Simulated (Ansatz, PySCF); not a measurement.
ethyl(prop-1-ynyl)silane (C5H10Si), SMILES C(#CC)[SiH2]CC. Atoms are numbered in the order given.

```xyz
16

C      3.2754    -0.7168    -0.6327
C      1.9981    -0.1715    -0.1920
C      0.9293     0.2909     0.1828
Si    -0.6995     0.9482     0.7086
C     -2.0727     0.2315    -0.3762
C     -2.1525    -1.3014    -0.3588
H      3.7846    -0.0218    -1.3199
H      3.9434    -0.8970     0.2252
H      3.1348    -1.6741    -1.1604
H     -0.6858     2.4348     0.6075
H     -0.9281     0.5791     2.1350
H     -1.9107     0.5955    -1.4066
H     -3.0292     0.6737    -0.0426
H     -2.3500    -1.6818     0.6569
H     -2.9577    -1.6706    -1.0145
H     -1.2068    -1.7512    -0.7014
```
Charge 0, spin multiplicity 1.

Geometry optimised at TPSSh-D3(BJ)/def2-SVP. Other conformers were not sampled.

Two levels are set side by side: PBE-D3(BJ)/def2-SVP (Ansatz, an electronic-structure program) and TPSSh-D3(BJ)/def2-SVP (PySCF). Each level has its own optimised geometry; the coordinates shown are those of the second. Differences are taken from unrounded values.

| quantity | TPSSh-D3(BJ) | PBE-D3(BJ) | PBE-D3(BJ) minus TPSSh-D3(BJ) |
|---|---|---|---|
| mean bond length (Å) | 1.316 | 1.323 | 0.007 |
| bond C1–C2 (Å) | 1.457 | 1.454 | -0.003 |
| bond C2–C3 (Å) | 1.223 | 1.232 | 0.009 |
| bond C3–Si4 (Å) | 1.833 | 1.835 | 0.002 |
| bond Si4–C5 (Å) | 1.891 | 1.897 | 0.006 |
| bond C5–C6 (Å) | 1.535 | 1.534 | -0.001 |
| bond C1–H7 (Å) | 1.102 | 1.110 | 0.008 |
| bond C1–H8 (Å) | 1.102 | 1.110 | 0.008 |
| bond C1–H9 (Å) | 1.102 | 1.110 | 0.008 |
| bond Si4–H10 (Å) | 1.490 | 1.506 | 0.016 |
| bond Si4–H11 (Å) | 1.491 | 1.508 | 0.016 |
| bond C5–H12 (Å) | 1.105 | 1.112 | 0.007 |
| bond C5–H13 (Å) | 1.105 | 1.112 | 0.007 |
| bond C6–H14 (Å) | 1.102 | 1.110 | 0.008 |
| bond C6–H15 (Å) | 1.102 | 1.110 | 0.008 |
| bond C6–H16 (Å) | 1.102 | 1.110 | 0.008 |

GGA bonds tend to be longer and softer than those of functionals with exact exchange. Differences between two approximate levels are no errors against the true value.
